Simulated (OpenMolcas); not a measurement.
**InNH2F2: a line through the functionals**

The species is InNH2F2 (6 atoms), meant as a singlet with charge 0. As SMILES, `[NH2][In]([F])[F]`. The coordinates come from a PBE0-D4/def2-TZVP relaxation.

The HOMO–LUMO gap y, in eV, basis def2-SVPD with a core potential; a is the functional's share of exact exchange. Programs: OpenMolcas 26.06.

| functional | program | a | y (eV) |
| --- | --- | --- | --- |
| PBE | OpenMolcas | 0 | 3.80 |
| BLYP | OpenMolcas | 0 | 3.70 |
| B3LYP | OpenMolcas | 0.2 | 5.55 |
| PBE0 | OpenMolcas | 0.25 | ? |
| BHLYP | OpenMolcas | 0.5 | 8.25 |

Task: Fit y = c + s·a to the known rows and predict PBE0.

Result: 
1. Means of the 4 rows: a = 0.1750, y = 5.325.
2. Σ(Δa)² = 0.1675, Σ(Δa·Δy) = 1.5075, so the slope is 1.5075/0.1675 = 9.
3. Intercept: 5.325 − (9) × 0.1750 = 3.750. The largest residual of the fit is 0.050.
4. PBE0: 3.750 + (9) × 0.25 = 6.00 eV.

The run gave 6.14 eV, so the prediction is off by -0.14 eV, more than the largest residual. Exact exchange lowers occupied levels and raises empty ones. The rows mix families of semi-local functionals, which the line can't see.
